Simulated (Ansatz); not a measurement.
Au2Br⁺. Total charge 1; singlet. Geometry r2SCAN-D4/def2-TZVP.

```xyz
3

Au    1.0468   -0.6546    0.9469
Au   -1.1122    1.0442    0.3054
Br    0.0654   -0.3896   -1.2522
```

In the def2 sets Au takes a core potential; there is no spin–orbit coupling. LC-ωPBE has ω = 0.4 bohr⁻¹. The structure comes from a short search, and lower isomers may exist.

**Question.** Estimate the orbital energies around the gap (eV) in Ansatz with PBE-D4/def2-TZVP, r2SCANh-D4/def2-TZVP, PBE0-D4/def2-TZVP, LC-ωPBE/def2-TZVP, ωB97M-V/def2-TZVP.

**Answer.** 
```
orbital  PBE-D4/def2-TZVP  r2SCANh-D4/def2-TZVP  PBE0-D4/def2-TZVP  LC-ωPBE/def2-TZVP  ωB97M-V/def2-TZVP
 HOMO−5            -13.30                -14.11             -14.80             -17.49             -17.24
 HOMO−4            -12.91                -13.79             -14.49             -17.20             -16.93
 HOMO−3            -12.88                -13.77             -14.48             -17.18             -16.93
 HOMO−2            -12.87                -13.52             -14.04             -16.46             -16.17
 HOMO−1            -12.19                -12.83             -13.36             -15.81             -15.46
   HOMO            -12.02                -12.62             -13.14             -15.49             -15.23
   LUMO            -10.01                 -9.42              -8.98              -6.61              -6.91
 LUMO+1             -9.50                 -8.88              -8.41              -5.98              -6.30
 LUMO+2             -5.64                 -5.04              -4.94              -3.23              -3.69
 LUMO+3             -5.36                 -4.77              -4.70              -3.04              -3.55
 LUMO+4             -4.12                 -3.47              -3.44              -1.78              -2.35
 LUMO+5             -3.88                 -3.09              -3.10              -1.32              -1.93
```
